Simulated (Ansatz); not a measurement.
`[SiH3][NH][SnH3]` + `CCCO` → `CC([SiH3])CO` + `[NH2][SnH3]`  (formal exchange of groups at the Si–N bond)

Gas-phase electronic energies from Ansatz, PBE0-D4/def2-TZVP geometries. CCSD(T)/CBS adds triple-zeta CCSD(T) − MP2 to the extrapolated MP2 energy (def2 sets, frozen cores). DFT in def2-TZVPP. def2 core potentials past Kr. For Sn outer-core shells are correlated without core-valence functions, which leaves a few kJ/mol of doubt a bond. Each species was taken in one conformer, which may not be the lowest.

| level | ΔE (kJ/mol) |
| --- | --- |
| PBE-D4 | 57.9 |
| r2SCAN-D4 | 66.1 |
| B2PLYP | 72.5 |
| HF/def2-TZVPP | 89.6 |
| MP2/def2-TZVPP | 69.4 |
| CCSD/def2-TZVPP | 71.8 |
| HF/def2-QZVPP | 91.1 |
| CCSD/CBS(def2) | 73.0 |

What does CCSD(T)/CBS give? (Estimate.)

The calculation gave: +69.9 kJ/mol. The listed levels differ from it by -12.0, -3.8, 2.6, 19.7, -0.5, 1.9, 21.2, 3.1 kJ/mol.

Largest T1 diagnostic among the species: 0.013.

From PBE to PBE0 (25 % exact exchange), in def2-TZVPP and without D4, ΔE moves by +5.4 kJ/mol. In def2-TZVPP, CCSD(T) changes the Hartree–Fock value by −20.9 kJ/mol (the triples alone add −3.1 kJ/mol) and MP2 by −20.2 kJ/mol.
